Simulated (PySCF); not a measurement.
## Simulated absorption spectrum

C6H5F3O.
Bonds: C1–C2 (double), C2–C3 (double), C3–C4, C3–C5, C5–O6 (double), C5–C7, C7–F8, C7–F9, C7–F10. Hydrogens: H11, H12 on C1; H13, H14, H15 on C4.

Theory: TDDFT PBE0/def2-SVPD, vertical, gas phase, core orbitals frozen in the response (PySCF). The structure is a single GFN2-xTB conformer in the gas phase; no vibrational or solvent corrections. Torsions of this conformer, `[CH2:1]=[C:2]=[C:3]([CH3:4])[C:5](=[O:6])[C:7]([F:8])([F:9])[F:10]`: C2–C3–C5–O6 -179°, C3–C5–C7–F8 -60°.

Each state is given a Gaussian of 0.5 eV full width at half maximum, with ε(max) = 2.175×10⁸ f / Δν̃ (Δν̃ the width in cm⁻¹). The cross-section is σ = 3.8235×10⁻²¹ ε cm², given in Mb (10⁻¹⁸ cm²). The width is an assumption, not a result. The curve ends short of the highest state used, and states not computed would add to its high-energy end.

(λ (nm), σ (Mb)): (184.0, 44.02), (187.8, 28.94), (191.7, 12.80), (195.6, 4.03), (199.5, 1.01), (203.3, 0.52), (207.2, 1.55), (211.1, 5.22), (214.9, 13.25), (218.8, 26.47), (222.7, 41.36), (226.5, 51.59), (230.4, 53.06), (234.3, 45.50), (238.1, 33.44), (242.0, 21.05), (245.9, 11.59), (249.7, 5.77), (253.6, 2.53), (257.5, 1.01), (261.3, 0.38), (265.2, 0.13), (269.1, 0.04), (272.9, 0.01), (276.8, 0.00), (280.7, 0.00), (284.5, 0.00), (288.4, 0.01), (292.3, 0.01), (296.1, 0.02), (300.0, 0.03), (303.9, 0.04), (307.8, 0.05), (311.6, 0.05), (315.5, 0.06), (319.4, 0.06), (323.2, 0.06), (327.1, 0.06), (331.0, 0.05), (334.8, 0.04), (338.7, 0.04), (342.6, 0.03), (346.4, 0.02), (350.3, 0.02), (354.2, 0.01), (358.0, 0.01), (361.9, 0.01), (365.8, 0.00), (369.6, 0.00), (373.5, 0.00), (377.4, 0.00), (381.2, 0.00), (385.1, 0.00), (389.0, 0.00), (392.8, 0.00), (396.7, 0.00)

Problem. Where are the band maxima, and which computed states make them?

Solution. 320 nm (3.88 eV), ε about 16, made up of S1 (100%); 229 nm (5.41 eV), ε about 14000, made up of S3 (100%) (ε in L mol⁻¹ cm⁻¹; maxima over ε = 5, shares over 10%). At its high-energy end, 6.74 eV, the curve is still rising (ε about 12000, from S5). The states used: S1 3.88 eV (f 0.0003); S2 5.02 eV (f 0.0000); S3 5.41 eV (f 0.260); S4 6.02 eV (f 0.0003); S5 6.81 eV (f 0.226); S6 7.34 eV (f 0.0002).

Problem. What would ε be at 5.41 eV, the highest of these maxima, with half the width (0.25 eV)?

Solution. About 28100 L mol⁻¹ cm⁻¹ against 14000, a factor of about 2.00; a lone state at its own centre would give exactly 2.

Problem. On this curve, what absorbance would a 10⁻⁴ mol/L sample give at 193 nm over a 1 cm path?

Solution. 193 nm is 6.424 eV, where ε is about 2400 L mol⁻¹ cm⁻¹, so A = ε c l ≈ 0.24 (Beer–Lambert, with the gas-phase spectrum and the assumed width).

Problem. Coming from long wavelengths, where does ε first pass 100 L mol⁻¹ cm⁻¹?

Solution. At about 261 nm (4.75 eV), 0.87 eV above S1.
